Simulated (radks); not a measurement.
Excited configurations of Kr19+: one electron is placed in a higher orbital outside [Ne] 3s2 3p4. The ground configuration is [Ne] 3s2 3p5. Method: Dirac Kohn-Sham, PBE, spin-unpolarised, spherical densities, finite nucleus; open shells fill j = l - 1/2 first; Fermi nuclear charge, rms radius 4.1884 fm; computed with a radial shooting solver on a logarithmic mesh with Libxc functionals. Excitation = E - E(ground); binding = E(ion) - E, where the ion is the core of charge +20; n* = 20/sqrt(2 binding) in atomic units. These energies are relativistic, and a one-electron ion of charge +20 with no core already has n* below n in this formula (Dirac formula, point nucleus: 5s1/2 4.991, 5p1/2 4.991, 6p1/2 5.991, 6f5/2 5.998, 7s1/2 6.990). The quantum defect is therefore taken as that value minus n*, so that it holds no relativistic shift of the bare ion.

outer orbital  excitation (eV)  binding (eV)     n*  quantum defect  eigenvalue (eV)  <r> (bohr)
5s1/2                   564.10        271.61  4.476           0.515          -265.31       1.513
5p1/2                   575.59        260.12  4.574           0.417          -253.88       1.532
6p1/2                   660.47        175.24  5.573           0.418          -171.32       2.292
6f5/2                   678.05        157.67  5.875           0.123          -153.56       2.292
7s1/2                   705.65        130.06  6.469           0.522          -127.25       3.150

The Delta-SCF ionisation energy is 835.71 eV (NIST Atomic Spectra Database: 832 eV, semi-empirical). Self-interaction in the functional shifts the binding energies and quantum defects, so they are the method's values and not measured ones. Spin polarisation and multiplet splitting are left out, so open shells lie too high by an amount that depends on their filling.

Beside tabulated values, note that spin-unpolarised runs miss the spin-polarisation part of the exchange energy of open shells.
